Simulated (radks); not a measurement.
Results of a calculation; reference values are marked as such.
Orbital eigenvalues (eV) of neutral samarium, [Xe] 4f6 6s2, at several levels of relativity; Dirac values are averaged over j with weights 2j + 1. Spin-unpolarised spherical Kohn-Sham, PBE, point nucleus unless stated (finite: rms radius 5.0819 fm), a radial shooting solver on a logarithmic mesh with Libxc functionals. A level marked "c x" has the speed of light scaled by that factor and shares open shells by 2j + 1; other Dirac levels either fill j = l - 1/2 first or share by 2j + 1.

shell,non-rel.,scalar-rel.,"Dirac, 2j+1 shares","Dirac, c x 10","change of magnitude, last against first (%)"
2s,-6957.5,-7628.0,-7616.7,-6963.3,+0.08
2p,-6607.1,-6804.0,-6817.1,-6609.0,+0.03
3s,-1517.9,-1671.3,-1668.8,-1519.2,+0.09
3p,-1363.4,-1413.7,-1416.4,-1363.9,+0.04
3d,-1075.7,-1065.2,-1063.5,-1075.5,-0.01
4s,-296.01,-332.09,-331.60,-296.32,+0.11
4p,-236.53,-247.47,-248.19,-236.63,+0.04
4d,-131.13,-128.80,-128.58,-131.10,-0.02
5s,-38.245,-43.270,-43.203,-38.286,+0.11
5p,-22.656,-23.232,-23.352,-22.661,+0.02
4f,-5.7062,-2.4716,-2.4642,-5.6718,-0.60
6s,-3.3754,-3.5829,-3.5830,-3.3770,+0.05
